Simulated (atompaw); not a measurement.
**Which setting gave this result? (Ni (Z = 28), PAW (atompaw))**

Base potential:

- Element: nickel
- Generator: atompaw 4.2.0.5
- Type: PAW
- Functional: LDA (PW92)
- Relativity: scalar-relativistic
- Frozen core: [Ar]
- Valence charge: 10
- Reference configuration: 3d8 4s2 4p0
- Partial waves: 4s (bound): rc 3.00 bohr; 4s channel at 1.95 Ry: rc 1.80 bohr; 4p (bound, empty): rc 3.00 bohr; 4p channel at 0.6 Ry: rc 3.00 bohr; 3d (bound): rc 1.25 bohr; 3d channel at 1.4 Ry: rc 1.25 bohr
- Local potential: bessel scheme, radius 2.35 bohr
- Core correction: smooth core density matched at 2.95 bohr
- Augmentation charge: besselshape compensation charge, radius 2.60 bohr; PAW radius 3.00 bohr; waves and projectors: custom rrkj vanderbiltortho

Cutoffs, loose and tight: the cutoffs (Ry, on a coarse ladder) from which the occupation-weighted sum of valence levels, in a spherical-Bessel basis at the reference potential, stays within 10 and 1 mRy of its value at 400 Ry. They see the waves, projectors and local potential, not the compensation charge or the core.

Only the scale of all radii (base = 1) is moved (1 further runs of the sweep failed or gave no value and are left out):

```
scale of all radii (base = 1)  cutoff, loose  cutoff, tight  bound ghosts
                         0.83         120 Ry         200 Ry          none
                         0.91          90 Ry         160 Ry          none
                         0.98          80 Ry         140 Ry          none
                         1.12          55 Ry          90 Ry          none
                         1.22          45 Ry          80 Ry          none
                         1.28          40 Ry          70 Ry          none
```

One more run gave cutoff, loose: 70 Ry; cutoff, tight: 110 Ry; bound ghosts: none. Which value of the scale of all radii (base = 1) was used?

1.05. The loose cutoff moves one way along this sweep, from 120 Ry at 0.83 to 40 Ry at 1.28, which places the run between 0.98 and 1.12.
